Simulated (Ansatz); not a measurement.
aminoborane (H4BN), singlet, geometry from GFN2-xTB; SC-NEVPT2/def2-SVP, CASSCF(4,6) (Ansatz, a first-principles code).

The Ansatz input:
Ansatz 0.2 input:
```yaml
crystal:
  periodic: [false, false, false]
  atoms:
    - {symbol: B, position_ang: [-0.77271721, 0.04511422, -0.00468200]}
    - {symbol: N, position_ang: [0.60250082, -0.03517633, 0.00365064]}
    - {symbol: H, position_ang: [-1.39817403, -0.94527373, -0.01999126]}
    - {symbol: H, position_ang: [-1.27881553, 1.10156675, 0.00377101]}
    - {symbol: H, position_ang: [1.21022160, 0.76709663, 0.01673059]}
    - {symbol: H, position_ang: [1.11284832, -0.90272645, -0.00265479]}
basis:
  gaussian:
    orbitals: def2-SVP
magnetization: {spin_polarized: false}
correlation: {method: sc_nevpt2, electrons: all, active_space: {window: {electrons: 4, orbitals: 6}}}
```

Question: Write the output that Ansatz gives for this input, abridged.

Answer: 
```
Functional definition: HF
492 factors; integrals over basis functions are off by at most 1.5e-3 eV
mean field evaluation 1: about -2214.2668 eV, gradient 2.6e1 eV
mean field evaluation 2: about -2214.2670 eV, gradient 2.6e1 eV
mean field evaluation 4: about -2215.9029 eV, gradient 2.3e0 eV
mean field evaluation 8: about -2215.9198 eV, gradient 1.4e-5 eV
mean field -2215.91977187 eV, -81.4335496117 hartree, gradient 2.1e-6 eV, S^2 0.000000; 0 other end points of the search recorded, 0 dependent functions left out
reference -2215.91977187 eV, -81.4335496117 hartree; 8, 8 occupied and 40, 40 virtual orbitals, 492 factors
state -2217.46025657 eV, -81.4901613803 hartree
state -2217.46025657 eV, -81.4901613803 hartree; corrected -2223.19960804 eV, -81.7010786567 hartree
Total energy: -2223.19960804 eV, -81.7010786567 hartree
```
